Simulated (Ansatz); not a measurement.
Stepwise reaction of `CO[SiH](Br)OC` with water, as a gas-phase model of exchange steps in deposition or etching. ΔE in kJ/mol.

Computed with Ansatz on PBE0-D4/def2-TZVP structures; ΔE is electronic, products minus reactants. CCSD(T)/CBS adds triple-zeta CCSD(T) − MP2 to the extrapolated MP2 energy (def2 sets, frozen cores). This one scheme is used for every species. DFT in def2-TZVPP. B3LYP here is the variant with VWN-RPA as its local correlation; programs differ in this. For Br outer-core shells are correlated without core-valence functions, which leaves a few kJ/mol of doubt a bond. Scalar relativity is left out up to krypton. Each species was taken in one conformer, which may not be the lowest.

```tsv
step	reaction	PBE-D4	B3LYP-D4	ωB97M-V	CCSD(T)/CBS
1	`CO[SiH](Br)OC` + H₂O → `CO[SiH](O)Br` + CH₃OH	-3.0	-0.6	-2.3	1.5
2	`CO[SiH](O)Br` + H₂O → `O[SiH](O)Br` + CH₃OH	1.5	3.9	2.3	6.1
```

Task: By hand: ΔE of the 2 steps together at CCSD(T)/CBS.

Result: (1.5) + (6.1) = 7.6 kJ/mol, or 3.8 kJ/mol a step.

In ΔE the steps differ by no more than 4.6 kJ/mol. PBE-D4 differs from CCSD(T)/CBS by -4.6 to -4.5 kJ/mol a step. Isolated molecules leave out the surface, adducts and barriers. Largest T1 diagnostic: 0.010.
